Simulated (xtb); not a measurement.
SSn, SMILES [S]=[Sn] (connectivity only; charge and spin as stated), neutral, multiplicity 1. All values are semi-empirical tight-binding results from xtb (GFN2-xTB unless named), good for trends rather than for accurate numbers. Geometry optimised at GFN2-xTB.

For metal compounds this method's bond lengths and energies can be far off.

```
Item                           Value
---------------------------  -------
point group as xtb finds it      C∞v
orbital gap                  2.84 eV
```
